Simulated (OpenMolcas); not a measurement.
Lines of C⁺: computed and rescaled rates

```
Program             : OpenMolcas
Method              : MS-CASPT2, IPEA 0.25 Eh, imaginary shift 0.1 Eh (closed shells correlated: 1s)
Basis               : ANO-RCC-VQZP [5s4p3d2f1g]
Scalar Hamiltonian  : DKH2, point nucleus
Active space        : 3 electrons in 4 orbitals (2s 2p)
State averaging     : 2S+1 = 4 odd, 1 root; 2S+1 = 2 odd, 11 roots; 2S+1 = 4 even, 3 roots; 2S+1 = 2 even, 9 roots
Spin-orbit coupling : RASSI with atomic mean-field integrals over the reference wave functions, term energies averaged over their components
```

Rates come from the transition moments of the reference wave functions (E1 and E2 in the length form). At fixed line strength A goes as λ^-3 for E1 and M1 and as λ^-5 for E2, so a rate at the computed wavelength can be rescaled to the measured one. Measured vacuum wavelengths follow from level energies in NIST Handbook of Basic Atomic Spectroscopic Data. Branching counts decays inside the model space alone, at computed energies, and the table is only a selection of the E1 lines, drawn from those between levels with measured partners whose computed energy lies within a factor of 1.5 of the measured one.

| Upper | Lower | Type | λ computed (nm) | λ measured (nm) | A computed (s-1) | A rescaled (s-1) | Branching % |
| --- | --- | --- | --- | --- | --- | --- | --- |
| 2p³ ²D°_5/2 | 2s 2p² ²P_3/2 | E1 | 252.3 | 251.3 | 1.37e+08 | 1.39e+08 | 11.8 |
| 2s 2p² ⁴P_1/2 | 2s² 2p ²P°_3/2 | E1 | 240.4 | 232.9 | 7.25e+01 |  | 52.3 |
| 2s 2p² ⁴P_3/2 | 2s² 2p ²P°_3/2 | E1 | 240.3 | 232.8 | 1.32e+01 |  | 85.2 |
| 2s 2p² ⁴P_5/2 | 2s² 2p ²P°_3/2 | E1 | 240.1 | 232.6 | 4.94e+01 |  | 100.0 |
| 2s 2p² ⁴P_1/2 | 2s² 2p ²P°_1/2 | E1 | 240.1 | 232.5 | 6.62e+01 |  | 47.7 |
| 2s 2p² ⁴P_3/2 | 2s² 2p ²P°_1/2 | E1 | 239.9 | 232.4 | 2.29e+00 |  | 14.8 |
| 2p³ ²P°_3/2 | 2s 2p² ²P_3/2 | E1 | 164.6 | 172.2 | 6.55e+08 | 5.72e+08 | 22.2 |
| 2p³ ²P°_1/2 | 2s 2p² ²P_1/2 | E1 | 164.5 | 172.1 | 5.25e+08 | 4.58e+08 | 17.8 |
| 2s 2p² ²D_3/2 | 2s² 2p ²P°_3/2 | E1 | 134 | 133.6 | 7.11e+07 | 7.17e+07 | 16.5 |
| 2s 2p² ²D_5/2 | 2s² 2p ²P°_3/2 | E1 | 134 | 133.6 | 4.29e+08 | 4.33e+08 | 100.0 |
| 2s 2p² ²D_3/2 | 2s² 2p ²P°_1/2 | E1 | 133.9 | 133.5 | 3.59e+08 | 3.62e+08 | 83.5 |
| 2p³ ²P°_3/2 | 2s 2p² ²S_1/2 | E1 | 130.8 | 138.4 | 3.09e+08 | 2.61e+08 | 10.5 |
| 2p³ ²D°_3/2 | 2s 2p² ²D_3/2 | E1 | 129.2 | 132.4 | 9.15e+08 | 8.50e+08 | 79.2 |
| 2p³ ²D°_5/2 | 2s 2p² ²D_5/2 | E1 | 129.2 | 132.4 | 9.51e+08 | 8.84e+08 | 82.3 |
| 2s 2p² ²S_1/2 | 2s² 2p ²P°_3/2 | E1 | 103.4 | 103.7 | 1.40e+09 | 1.39e+09 | 66.4 |
| 2s 2p² ²S_1/2 | 2s² 2p ²P°_1/2 | E1 | 103.4 | 103.6 | 7.09e+08 | 7.05e+08 | 33.6 |
| 2p³ ²P°_1/2 | 2s 2p² ²D_3/2 | E1 | 101.5 | 106.6 | 1.86e+09 | 1.61e+09 | 63.0 |
| 2p³ ²P°_3/2 | 2s 2p² ²D_5/2 | E1 | 101.5 | 106.6 | 1.67e+09 | 1.44e+09 | 56.6 |
| 2p³ ⁴S°_3/2 | 2s 2p² ⁴P_5/2 | E1 | 100.9 | 101 | 2.04e+09 | 2.03e+09 | 50.0 |
| 2p³ ⁴S°_3/2 | 2s 2p² ⁴P_3/2 | E1 | 100.8 | 101 | 1.36e+09 | 1.35e+09 | 33.3 |
| 2p³ ⁴S°_3/2 | 2s 2p² ⁴P_1/2 | E1 | 100.8 | 101 | 6.80e+08 | 6.76e+08 | 16.7 |
| 2s 2p² ²P_1/2 | 2s² 2p ²P°_3/2 | E1 | 89.01 | 90.45 | 1.47e+09 | 1.40e+09 | 33.5 |
| 2s 2p² ²P_3/2 | 2s² 2p ²P°_3/2 | E1 | 88.98 | 90.41 | 3.66e+09 | 3.49e+09 | 83.3 |
| 2s 2p² ²P_1/2 | 2s² 2p ²P°_1/2 | E1 | 88.97 | 90.4 | 2.92e+09 | 2.78e+09 | 66.5 |
| 2s 2p² ²P_3/2 | 2s² 2p ²P°_1/2 | E1 | 88.94 | 90.36 | 7.32e+08 | 6.98e+08 | 16.7 |

Spin-changing lines and M1 lines between different terms are not rescaled, since their strength hangs on the term gaps too.

The largest correction is for 2p³ ²P°_3/2 → 2s 2p² ²S_1/2 (E1): 3.09e+08 × (130.8 / 138.4)^3 = 2.61e+08 s-1, a factor of 0.84.

The computed rate and branching of 2s 2p² ²D_5/2 → 2s² 2p ²P°_3/2 give the upper level a radiative lifetime of 1.000 / 4.29e+08 s-1 = 2.33e-09 s, counting decays inside the model space alone. The rescaled rate gives about 2.3e-09 s.

The computed order of these levels differs from the measured one in 2 places, and where term gaps are wrong the rates of spin-changing lines can be off by large factors.

No measured rate stands beside these. Rescaling mends the energy factor alone: line strengths can still be far off where a level mixes with configurations outside the active space, and weak or spin-changing lines hang on small mixing coefficients that depend on the term gaps too, so rescaling need not improve them.

Term energies are means over components that CASPT2 splits; among the terms shown or strongly mixed into the levels shown the widest spread is 600 cm-1 (2p³ ²D°). Measured partners are found by configuration, term and J. A level has none where our copy of the source lacks it or the pairing is in doubt (some pairs that miss far off the trend of their configuration count as doubtful). Levels of configurations outside the active space are missing.

° marks odd parity.
